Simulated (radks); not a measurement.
Q: The ruthenium ion Ru9+ is in [Ar] 3d10 4s2 4p5. Method: non-relativistic Kohn-Sham, PBE, spin-polarised, spherical densities, point nucleus; computed with a radial shooting solver on a logarithmic mesh with Libxc functionals. Open shells are filled with parallel spins first. One electron is removed from 4p, 3d, 4s, 3p in turn, with full relaxation. Which removal costs least, and what does each cost?

A: 4p 198.92 eV; 4s 228.14 eV; 3d 463.59 eV; 3p 624.17 eV. The 4p electron leaves first.
